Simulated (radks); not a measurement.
The numbers below are computed, except where a source is named.
These are the eigenvalues of the occupied orbitals of an atom or ion with whole-number occupations (hartree). Level of theory: non-relativistic Kohn-Sham, LB94 model potential, spin-polarised, spherical densities, point nucleus (a radial shooting solver on a logarithmic mesh with Libxc functionals).

1s down: -2369.764
1s up: -2369.764
2s down: -406.8532
2s up: -406.8451
2p down: -391.0570
2p up: -391.0514
3s up: -108.6970
3s down: -108.6665
3p up: -101.3177
3p down: -101.2942
3d up: -87.51044
3d down: -87.50288
4s up: -36.77136
4s down: -36.51705
4p up: -33.64980
4p down: -33.39768
4d up: -27.95124
4d down: -27.70397
4f up: -20.46774
4f down: -20.24098

Which element is it, and in what charge state? The configuration may be excited. Open shells, if any, are filled with parallel spins first.

Answer. Z = 74, tungsten, charge +20: W20+ in [Kr] 4d10 4f8. The list shows which subshells hold electrons but not how many an open one holds; the 1s level, -2369.8 hartree, gives Z - s = 68.8 by -(Z - s)^2/2, which with screening narrows Z to a few neighbours, and the depths of the outer levels then fix element, charge and occupations together.
